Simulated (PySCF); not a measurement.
Molecular orbitals of RbO

PBE0 at R = 2.511 Å; Rb def2-SVPD with ECP28, O def2-SVPD; scalar-relativistic core potentials (PySCF 2.14). State: ²Π (doublet), unpaired electrons π ↑. Only the outer orbitals are listed, counted within each symmetry, core potentials removing the inner ones.

```json
{"spin": "α", "orbital": "2σ", "occ.": "1", "ε (eV)": "-34.89", "on Rb (%)": "100", "main shells (%)": "100 Rb s"}
{"spin": "α", "orbital": "3σ", "occ.": "1", "ε (eV)": "-21.37", "on Rb (%)": "4", "main shells (%)": "96 O s"}
{"spin": "α", "orbital": "1π", "occ.": "1", "ε (eV)": "-17.59", "on Rb (%)": "100", "main shells (%)": "100 Rb p"}
{"spin": "α", "orbital": "1π", "occ.": "1", "ε (eV)": "-17.56", "on Rb (%)": "100", "main shells (%)": "100 Rb p"}
{"spin": "α", "orbital": "4σ", "occ.": "1", "ε (eV)": "-17.10", "on Rb (%)": "96", "main shells (%)": "95 Rb p"}
{"spin": "α", "orbital": "2π", "occ.": "1", "ε (eV)": "-7.04", "on Rb (%)": "0", "main shells (%)": "100 O p"}
{"spin": "α", "orbital": "5σ", "occ.": "1", "ε (eV)": "-5.17", "on Rb (%)": "4", "main shells (%)": "96 O p"}
{"spin": "α", "orbital": "2π", "occ.": "1", "ε (eV)": "-5.10", "on Rb (%)": "1", "main shells (%)": "99 O p"}
{"spin": "α", "orbital": "6σ", "occ.": "0", "ε (eV)": "-1.17", "on Rb (%)": "103", "main shells (%)": "90 Rb s, 13 Rb p"}
{"spin": "α", "orbital": "3π", "occ.": "0", "ε (eV)": "0.00", "on Rb (%)": "100", "main shells (%)": "93 Rb p"}
{"spin": "α", "orbital": "3π", "occ.": "0", "ε (eV)": "0.01", "on Rb (%)": "100", "main shells (%)": "92 Rb p"}
{"spin": "β", "orbital": "2σ", "occ.": "1", "ε (eV)": "-34.89", "on Rb (%)": "100", "main shells (%)": "100 Rb s"}
{"spin": "β", "orbital": "3σ", "occ.": "1", "ε (eV)": "-19.26", "on Rb (%)": "14", "main shells (%)": "85 O s, 14 Rb p"}
{"spin": "β", "orbital": "1π", "occ.": "1", "ε (eV)": "-17.59", "on Rb (%)": "100", "main shells (%)": "100 Rb p"}
{"spin": "β", "orbital": "1π", "occ.": "1", "ε (eV)": "-17.56", "on Rb (%)": "100", "main shells (%)": "100 Rb p"}
{"spin": "β", "orbital": "4σ", "occ.": "1", "ε (eV)": "-16.91", "on Rb (%)": "85", "main shells (%)": "84 Rb p, 15 O s"}
{"spin": "β", "orbital": "5σ", "occ.": "1", "ε (eV)": "-4.39", "on Rb (%)": "6", "main shells (%)": "94 O p"}
{"spin": "β", "orbital": "2π", "occ.": "1", "ε (eV)": "-4.34", "on Rb (%)": "1", "main shells (%)": "98 O p"}
{"spin": "β", "orbital": "6σ", "occ.": "0", "ε (eV)": "-1.23", "on Rb (%)": "102", "main shells (%)": "87 Rb s, 15 Rb p"}
{"spin": "β", "orbital": "2π", "occ.": "0", "ε (eV)": "-0.26", "on Rb (%)": "34", "main shells (%)": "66 O p, 33 Rb p"}
{"spin": "β", "orbital": "3π", "occ.": "0", "ε (eV)": "-0.04", "on Rb (%)": "100", "main shells (%)": "91 Rb p, 9 Rb d"}
```

Task: Which are the highest filled and the lowest empty level, where do they sit, and how wide is the gap?

Result: Highest filled β 2π at -4.34 eV (in %: 98 O p); lowest empty β 6σ at -1.23 eV (in %: 87 Rb s, 15 Rb p); the gap at PBE0 is 3.11 eV.

- bond order (Mayer): 0.19
- ⟨S²⟩: 0.756
- charge on Rb (Mulliken, basis-dependent): 0.90
- charge on Rb (Löwdin, basis-dependent): 0.91
- dipole moment (positive dipole means Rb(−)O(+)): -9.63 D
- polarisability along the bond: 50.6 bohr³
- polarisability across the bond: 23.9 bohr³

Shares are Mulliken populations and can fall outside 0 to 100 %.

Spin–orbit coupling is left out. The state was picked by a PBE0 search and need not be the measured ground state.
